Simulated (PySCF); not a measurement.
**Which basis set comes closest?**

Molecule: SMILES CCCCNC(C)=O, C6H13NO.

Molfile (atoms numbered from 1):
```
C6H13NO
     RDKit          3D

 21 20  0  0  0  0  0  0  0  0999 V2000
   -2.8624   -0.8458    0.0862 C   0  0  0  0  0  0  0  0  0  0  0  0
   -1.4740   -0.3173    0.4069 C   0  0  0  0  0  0  0  0  0  0  0  0
   -1.1720    1.0207   -0.2527 C   0  0  0  0  0  0  0  0  0  0  0  0
    0.2263    1.5508    0.0431 C   0  0  0  0  0  0  0  0  0  0  0  0
    1.2812    0.6937   -0.4402 N   0  0  0  0  0  0  0  0  0  0  0  0
    2.0901   -0.0201    0.3950 C   0  0  0  0  0  0  0  0  0  0  0  0
    3.0806   -0.9237   -0.3076 C   0  0  0  0  0  0  0  0  0  0  0  0
    2.0157    0.0540    1.6054 O   0  0  0  0  0  0  0  0  0  0  0  0
   -2.9949   -0.9932   -0.9982 H   0  0  0  0  0  0  0  0  0  0  0  0
   -3.6458   -0.1458    0.4195 H   0  0  0  0  0  0  0  0  0  0  0  0
   -3.0509   -1.8122    0.5779 H   0  0  0  0  0  0  0  0  0  0  0  0
   -0.7144   -1.0525    0.0903 H   0  0  0  0  0  0  0  0  0  0  0  0
   -1.3486   -0.2171    1.4985 H   0  0  0  0  0  0  0  0  0  0  0  0
   -1.3112    0.9338   -1.3471 H   0  0  0  0  0  0  0  0  0  0  0  0
   -1.9045    1.7767    0.0810 H   0  0  0  0  0  0  0  0  0  0  0  0
    0.3819    1.6289    1.1295 H   0  0  0  0  0  0  0  0  0  0  0  0
    0.3451    2.5628   -0.3810 H   0  0  0  0  0  0  0  0  0  0  0  0
    1.3733    0.5562   -1.4381 H   0  0  0  0  0  0  0  0  0  0  0  0
    3.7925   -1.3057    0.4329 H   0  0  0  0  0  0  0  0  0  0  0  0
    3.6247   -0.3898   -1.1015 H   0  0  0  0  0  0  0  0  0  0  0  0
    2.5570   -1.7759   -0.7689 H   0  0  0  0  0  0  0  0  0  0  0  0
  1  2  1  0
  2  3  1  0
  3  4  1  0
  4  5  1  0
  5  6  1  0
  6  7  1  0
  6  8  2  0
  1  9  1  0
  1 10  1  0
  1 11  1  0
  2 12  1  0
  2 13  1  0
  3 14  1  0
  3 15  1  0
  4 16  1  0
  4 17  1  0
  5 18  1  0
  7 19  1  0
  7 20  1  0
  7 21  1  0
M  END
```

Geometry PBE0-D3(BJ)/def2-SVP throughout; GIAO in PySCF, gas phase, one conformer, non-relativistic; equivalent atoms averaged; functional PBE0.

Reference values (measured; solution, not stated per compound (mostly CDCl3 or CCl4); Pretsch, Buehlmann, Badertscher, Structure Determination of Organic Compounds, 4th ed. (2009)): δ(H16/H17) = 3.21 ppm, δ(H14/H15) = 1.49 ppm, δ(H12/H13) = 1.35 ppm, δ(H9/H10/H11) = 0.92 ppm. Computed shifts are taken against TMS, calculated as an isolated molecule at each level.

How do the basis sets STO-3G, pcSseg-0, 6-31G, 6-31G*, cc-pVDZ, def2-SVP, pcSseg-1, 6-311+G(2d,p), aug-cc-pVDZ, def2-TZVP perform against the reference? Times are CPU seconds on shared hosts with different chips, so compare them loosely.

Results:


```tsv
basis set	functions	H16/H17	H14/H15	H12/H13	H9/H10/H11	mean abs. error H	core-s
STO-3G	53	2.52	0.94	0.70	0.70	0.53	6.2
pcSseg-0	98	3.44	1.11	1.15	1.03	0.23	12
6-31G	98	3.47	1.38	1.55	1.05	0.18	13
6-31G*	138	3.35	1.25	1.48	0.94	0.13	18
cc-pVDZ	177	3.30	1.07	1.26	0.86	0.16	28
def2-SVP	177	3.18	0.98	1.14	0.79	0.22	24
pcSseg-1	201	3.37	1.08	1.23	0.95	0.18	33
6-311+G(2d,p)	294	3.47	1.18	1.28	0.87	0.17	55
aug-cc-pVDZ	301	3.57	1.26	1.32	0.95	0.16	65
def2-TZVP	326	3.46	1.20	1.31	0.88	0.16	73
```

For ¹H the closest is 6-31G* (0.13 ppm, with def2-TZVP, aug-cc-pVDZ practically level) and the furthest STO-3G (0.53 ppm). Where a smaller basis beats a larger one, errors probably cancel. One molecule is a small sample, and vibrational and solvent effects are absent from the calculation.

A small basis that lands close on one nucleus may do so by chance; judge by the trend and by all nuclei.
